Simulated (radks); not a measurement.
Q: All-electron atom: Ho II in [Kr] 4d10 4f12 5s1 5p6 6s1 (not the ground configuration). All-electron calculation, Dirac Kohn-Sham, PBE, spin-unpolarised, spherical densities, point nucleus; open shells are shared between the two j in proportion to 2j + 1. Program: a radial shooting solver on a logarithmic mesh with Libxc functionals. Some entries of the table are withheld. Estimate them.

orbital     occ.  eigenvalue (eV)  <1/r> (bohr^-1)
1s1/2          2        -55442.78            76.08
2s1/2          2        -9272.237              (1)
2p1/2          2        -8824.687            18.23
2p3/2          4        -7967.609            15.89
3s1/2          2              (2)            6.677
3p1/2          2        -1877.852            6.591
3p3/2          4        -1698.795            5.994
3d3/2          4        -1363.771            5.877
3d5/2          6        -1324.643            5.731
4s1/2          2        -412.8992            2.788
4p1/2          2        -335.2836              (3)
4p3/2          4        -295.2876              (4)
4d3/2          4        -167.6661            2.248
4d5/2          6        -160.4333            2.197
5s1/2          1         -56.8740              (5)
5p1/2          2              (6)           0.9089
5p3/2          4              (7)           0.8365
6s1/2          1          -9.0519           0.3446
4f5/2    5.14286              (8)            1.578
4f7/2    6.85714              (9)            1.547
5d3/2          0          -7.1697           0.4847
5d5/2          0          -6.8919           0.4689
6p1/2          0          -5.7899           0.2725
6p3/2          0          -5.3802           0.2569

A: 
(1) 2s1/2 <1/r> (bohr^-1): 18.26
(2) 3s1/2 eigenvalue (eV): -2073.491
(3) 4p1/2 <1/r> (bohr^-1): 2.678
(4) 4p3/2 <1/r> (bohr^-1): 2.472
(5) 5s1/2 <1/r> (bohr^-1): 1.039
(6) 5p1/2 eigenvalue (eV): -36.1315
(7) 5p3/2 eigenvalue (eV): -31.1745
(8) 4f5/2 eigenvalue (eV): -8.8204
(9) 4f7/2 eigenvalue (eV): -7.8869
